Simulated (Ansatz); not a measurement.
In10As10H28. Total charge 0; triplet. Geometry r2SCAN-D4/def2-SVP, that of the neutral singlet; atoms count from 1.

```
atom   x (Å)   y (Å)   z (Å)
 In1   0.261   2.806  -4.333
 In2   0.730  -4.267  -3.068
 In3   2.364  -3.227   1.757
 In4   0.985   4.419  -0.145
 In5   2.177   1.144   3.212
 In6   0.912   0.073  -0.748
 In7  -3.096  -0.363  -2.293
 In8  -1.860  -2.692   0.993
 In9  -2.186   1.364   1.880
In10  -0.654  -1.502   5.074
As11   1.296  -1.599  -2.812
As12   1.335   2.455  -1.860
As13  -2.174   1.870  -3.586
As14   2.539  -0.549   1.216
As15  -0.990  -4.366  -0.976
As16  -0.057  -2.973   2.885
As17   2.397   3.570   1.975
As18  -1.433   3.782   0.823
As19  -0.382   0.884   3.765
As20  -1.588  -0.269  -0.078
 H21   0.116   4.505  -4.593
 H22   0.961   1.607  -5.356
 H23  -0.219  -4.372  -4.502
 H24   2.177  -5.074  -2.611
 H25   3.588  -3.613   2.907
 H26   2.125  -3.926   0.185
 H27   1.224   6.071  -0.567
 H28   3.308   1.138   4.515
 H29  -2.439  -1.686  -3.203
 H30  -4.749  -0.036  -1.926
 H31  -3.517  -3.085   1.301
 H32  -3.810   1.540   2.430
 H33   0.683  -1.563   6.165
 H34  -2.332  -1.714   5.409
 H35   2.714  -1.326  -3.273
 H36   0.615  -0.855  -3.940
 H37   2.841   2.478  -2.037
 H38  -3.018   1.991  -4.840
 H39  -2.824   3.040  -2.874
 H40   3.909  -0.200   0.669
 H41  -0.602  -5.617  -0.217
 H42  -2.268  -4.928  -1.560
 H43  -0.381  -4.388   3.329
 H44   3.849   3.793   1.609
 H45   2.327   4.658   3.026
 H46  -1.832   4.911   1.751
 H47  -2.408   4.129  -0.282
 H48  -0.616   1.963   4.803
```

In the def2 sets In takes a core potential; there is no spin–orbit coupling. Single mean-field runs in def2-TZVP are fitted with def2-universal-jkfit. At PBE0-D4/def2-TZVP a singlet of charge 0 lies 3.85 eV below the triplet at the same geometry.

Problem. Estimate the Mulliken populations of the heavy atoms from the PBE0/def2-TZVP orbitals of Ansatz.

Solution. 
```tsv
atom	charge (e)	spin (α − β)
In1	0.33	0.12
In2	0.36	0.06
In3	0.38	0.08
In4	0.51	0.06
In5	0.57	0.01
In6	0.67	0.33
In7	0.41	0.04
In8	0.59	0.03
In9	0.63	0.00
In10	0.40	0.00
As11	-0.38	0.07
As12	-0.50	0.33
As13	-0.41	0.00
As14	-0.50	0.37
As15	-0.39	0.00
As16	-0.60	0.03
As17	-0.38	0.03
As18	-0.40	0.00
As19	-0.62	0.01
As20	-0.86	0.24
```
Mulliken values depend strongly on the basis.

Problem. Where does the spin sit?

Solution. Summed by element: In 0.72, As 1.07, H 0.20, of 2 unpaired in all. Largest on single atoms: As14 0.37, As12 0.33, In6 0.33.

Problem. And the Mayer bond orders between heavy atoms (over 0.3)?

Solution. In1–As12 0.55 (2.72 Å); In1–As13 0.60 (2.71 Å); In2–As11 0.57 (2.74 Å); In2–As15 0.58 (2.71 Å); In3–As14 0.51 (2.74 Å); In3–As16 0.65 (2.68 Å); In4–As12 0.74 (2.63 Å); In4–As17 0.63 (2.69 Å); In4–As18 0.63 (2.68 Å); In5–As14 0.70 (2.64 Å); In5–As17 0.55 (2.73 Å); In5–As19 0.72 (2.63 Å); In6–As11 0.57 (2.68 Å); In6–As12 0.42 (2.66 Å); In6–As14 0.48 (2.62 Å); In6–As20 0.66 (2.61 Å); In7–As13 0.57 (2.74 Å); In7–As20 0.56 (2.68 Å); In8–As15 0.60 (2.73 Å); In8–As16 0.72 (2.63 Å); In8–As20 0.61 (2.66 Å); In9–As18 0.52 (2.74 Å); In9–As19 0.68 (2.65 Å); In9–As20 0.71 (2.62 Å); In10–As16 0.61 (2.70 Å); In10–As19 0.56 (2.73 Å).
